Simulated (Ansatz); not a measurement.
Total energies of [ScF6]3- (ScF6³⁻) from Ansatz at PBE0-D4/def2-TZVPD, gas phase (1 Eh = 27.2114 eV = 2625.5 kJ/mol). The reference geometry is relaxed at r2SCAN-D4/def2-SVPD.

| state | geometry | energy (Eh) |
| --- | --- | --- |
| charge -3 singlet | reference | -1359.43306 |
| charge -2 doublet | reference | -1359.54051 |
| charge -2 doublet | relaxed at r2SCAN-D4/def2-SVPD | -1359.54368 |

A multiply charged anion in the gas phase is held together partly by the finite basis. Removing one electron lowers the energy by 2.92 eV at PBE0-D4/def2-TZVPD, so it isn't bound.

(1) Work out the vertical ionisation energy to the doublet.

(2) How much does the charge -2 doublet relax, and what is the adiabatic ionisation energy?

(1) E(charge -2 doublet) − E(charge -3 singlet) = -1359.54051 − (-1359.43306) = -0.10745 Eh = -2.92 eV. For comparison, −ε of the highest occupied level is -4.70 eV at this level, 1.78 eV less.

(2) Relaxation: -1359.54051 − (-1359.54368) = 0.00317 Eh = 0.09 eV. Adiabatic ionisation energy: -0.11062 Eh = -3.01 eV, without zero-point energy. 

At PBE0-D4/def2-TZVPD the highest occupied level of the charge -3 singlet lies above zero (up to 4.70 eV). By energy differences it is unbound by 2.92 eV (vertical, against the charge -2 doublet, at PBE0-D4/def2-TZVPD) and held by the finite basis.
